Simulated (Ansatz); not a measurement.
Computed with Ansatz on PBE0-D4/def2-TZVP structures; ΔE is electronic, products minus reactants. CBS: MP2 limit from def2 TZ/QZ plus the TZ coupled-cluster correction, frozen cores. For Ge outer-core shells are correlated without core-valence functions, which leaves a few kJ/mol of doubt a bond. Scalar relativity is left out up to krypton. One conformer a species, not always the lowest.

`C[CH2][Ge][F]` + `BB(C)O` → `[OH][Ge][F]` + `BB(C)CC`  (redistribution)

```
        species  HF/def2-QZVPP energy (Eh)
`C[CH2][Ge][F]`                -2253.59702
       `BB(C)O`                 -165.68890
  `[OH][Ge][F]`                -2250.45219
      `BB(C)CC`                 -168.83327
```

(1) Work out ΔE.

Largest T1 diagnostic among the species: 0.015.

Results:

(1) ΔE = (-2250.45219) + (-168.83327) − (-2253.59702) − (-165.68890) = 0.00046 Eh = +1.2 kJ/mol. CCSD(T)/CBS gives -1.3 kJ/mol.

From PBE to PBE0 (25 % exact exchange), in def2-TZVPP and without D4, ΔE moves by +3.0 kJ/mol.
